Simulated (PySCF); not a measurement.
Compound: C₄H₁₀P₂Si (charge +1 and doublet state).
Numbering: `[CH:1]#[C:2][CH2:3][CH2:4][SiH:5]([PH2:6])[PH2+:7]` (hydrogens: H8 on C1; H9, H10 on C3; H11, H12 on C4; H13 on Si5; H14, H15 on P6; H16, H17 on P7)

Geometry (GFN2-xTB, Å), atoms numbered from 1 in this order:
```xyz
17
C4H10P2Si angstrom
C     -2.751    0.444   -1.744
C     -2.170   -0.308   -1.011
C     -1.469   -1.194   -0.111
C     -0.739   -0.423    0.999
Si     0.528    0.815    0.302
P      1.589   -0.247   -1.430
P      2.091    1.233    1.921
H     -3.277    1.075   -2.398
H     -2.192   -1.883    0.334
H     -0.755   -1.792   -0.691
H     -0.256   -1.139    1.669
H     -1.478    0.114    1.597
H      0.001    2.080   -0.206
H      2.677    0.573   -1.697
H      2.335   -1.226   -0.779
H      3.098    1.869    1.207
H      2.761    0.019    2.028
```

The hyperfine couplings belong to this conformer and change with its torsions.

Method: UKS B3LYP, pcH-1 on C H P Si, non-relativistic, mean-field spin-orbit, GIAO in PySCF 2.14.0. Geometry: GFN2-xTB, one conformer, isolated ion. The geometry wasn't refined by DFT: couplings that depend on bond lengths, twists or pyramidal angles can differ widely from those at the functional's own minimum, by a factor of two or more for some ions and for spin on atoms past the first row. No stability test was run, so a lower SCF solution isn't excluded.

Principal values of hyperfine tensors in MHz (contact, dipolar and spin–orbit terms together), for some of the nuclei:

```
atom  isotope      A1      A2      A3
  P6      31P  191.18  207.17  754.93
 Si5     29Si   18.81   55.21   68.31
 H17       1H    4.41   13.15   20.46
 H15       1H    1.60   10.96   18.87
 H14       1H   -2.06    7.49   15.19
 H16       1H   -1.69    7.29   14.27
 H13       1H   -7.99   -4.76   -2.78
 H12       1H    0.24    1.03    2.82
```

(1) Split each tensor into its isotropic and traceless parts, and turn a_iso into mT with g = 2.0092.

(2) What spin density at the nucleus of Si5 lies behind its contact coupling (g_N = -1.11058)?

(3) P7 (31P, g_N = 2.26320) isn't in the table. Its spin density at the nucleus is 0.1976 bohr⁻³. What is its contact coupling?

(4) Name the largest traceless tensor T of the table and describe it.

(5) What first-order splitting does H17 cause when the field lies along A1, A2 or A3 of its tensor (g taken as isotropic, no quadrupole term)?

## Answers

(1) a_iso is a third of the trace, T = A − a_iso, and a(mT) = a(MHz)/(g × 13.996). The tensors hold a spin–orbit part: the run splits a_iso into a_FC + a_SO, and T includes its anisotropic share.

```
atom  a_iso (MHz)    a_FC   a_SO  a_iso (mT)       T1       T2      T3
  P6       384.43  385.31  -0.88      13.671  -193.25  -177.25  370.50
 Si5        47.44   47.83  -0.39       1.687   -28.63     7.77   20.87
 H17        12.67   12.62   0.06       0.451    -8.27     0.48    7.79
 H15        10.48   10.41   0.06       0.373    -8.88     0.49    8.39
 H14         6.87    6.81   0.06       0.244    -8.93     0.61    8.32
 H16         6.62    6.57   0.05       0.236    -8.31     0.66    7.65
 H13        -5.18   -5.19   0.02      -0.184    -2.82     0.42    2.40
 H12         1.36    1.36   0.00       0.048    -1.12    -0.34    1.46
```

(2) a_FC = 800.24 MHz bohr³ × g_N × ρ(0)/(2S). With a_FC = 47.83 MHz and 2S = 1, ρ(0) = -0.05382 bohr⁻³. The nuclear moment is negative, so coupling and spin density have opposite signs.

(3) By the same relation, a_FC = 357.9 MHz. The spin–orbit term adds -0.84 MHz. Its full tensor has the principal values 178.06, 192.52, 700.55 MHz.

(4) P6: -193.2, -177.3, 370.5 MHz (the dipolar term alone has -191.0, -178.7, 369.7), nearly axial, close to the ratio −1:−1:+2, the form that spin in one p orbital centred on that nucleus gives.

(5) 2 lines (I = 1/2), spaced by |A_i|/(g × 13.996): 0.16, 0.47, 0.73 mT along the axes of A1, A2 and A3.
